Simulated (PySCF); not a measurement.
C2H7BF2Si.
Atom-mapped SMILES: `[CH3:1][CH2:2][SiH2:3][B:4]([F:5])[F:6]` (hydrogens: H7, H8, H9 on C1; H10, H11 on C2; H12, H13 on Si3)

Computed by this run: PySCF, PBE0-D3(BJ)/def2-SVP geometry optimisation, gas phase; density fitting, grid level 1; the optimiser is geomeTRIC in internal coordinates, started from a GFN2-xTB structure with every atom displaced at random (about 0.01 Å).

Step 0: E = -16158.3188 eV
```
atom  x, y, z in Å  |  force x, y, z in eV/Å
C1     -2.0118   -0.0459   -0.2679   -0.403   1.628  -0.136
C2     -0.6506   -0.5184    0.1197    0.589   0.117   0.443
Si3     0.7426    0.5885   -0.5482   -0.337  -0.486   0.414
B4      2.5831   -0.1252   -0.0684   -0.708  -0.749  -0.106
F5      2.8059   -1.4027    0.1897   -0.271  -0.219  -0.006
F6      3.6369    0.6202   -0.0038    1.045   1.009   0.049
H7     -2.7959   -0.6790    0.1233   -0.528  -0.468   0.173
H8     -2.1180    0.0193   -1.3585   -0.149  -0.042  -0.137
H9     -2.2068    0.9869    0.1316    0.051  -0.589  -0.273
H10    -0.5158   -1.5356   -0.2381    0.312  -0.545  -0.184
H11    -0.5971   -0.5793    1.2200    0.244   0.007   0.018
H12     0.5610    1.9560   -0.0207    0.050   0.370   0.185
H13     0.5723    0.6984   -2.0116    0.103  -0.033  -0.440
```

Question: Estimate the geometry and energy of step 1. (The exact step hangs on the optimiser's Hessian estimate; all steps are aligned on step 0, rigid shifts and turns removed.)

Answer: E = -16158.4139 eV, largest force 0.360 eV/Å
```
atom  x, y, z in Å  |  force x, y, z in eV/Å
C1     -2.0470   -0.0377   -0.2787   -0.020  -0.124   0.049
C2     -0.6558   -0.5063    0.1440   -0.053  -0.067  -0.072
Si3     0.7324    0.5964   -0.5101    0.058   0.027   0.011
B4      2.5836   -0.1385   -0.0817    0.127   0.234  -0.006
F5      2.7850   -1.4333    0.0875    0.054   0.052   0.025
F6      3.6531    0.6442    0.0113   -0.232  -0.274  -0.003
H7     -2.8404   -0.6801    0.1417    0.066   0.057  -0.021
H8     -2.1605   -0.0531   -1.3727   -0.003   0.001  -0.050
H9     -2.2432    0.9925    0.0524   -0.035   0.045   0.034
H10    -0.4705   -1.5395   -0.2033    0.019   0.072   0.003
H11    -0.5807   -0.5466    1.2437    0.036   0.022   0.020
H12     0.6079    1.9866    0.0402   -0.002  -0.044  -0.029
H13     0.6420    0.6985   -2.0072   -0.016   0.001   0.038
```

The energy changes by -0.0951 eV. The first-order estimate −F·Δx gives -0.2190 eV and the mean of the old and new forces, exact on a quadratic surface, -0.0959 eV. The step makes an angle of 71° with the force vector and moves no atom by more than 0.109 Å.

The cost below is that of the whole optimisation. The run took 40 s wall on Arm Neoverse V1, one thread, no GPU, on a shared host, and the process peaked at 0.51 GiB of memory.
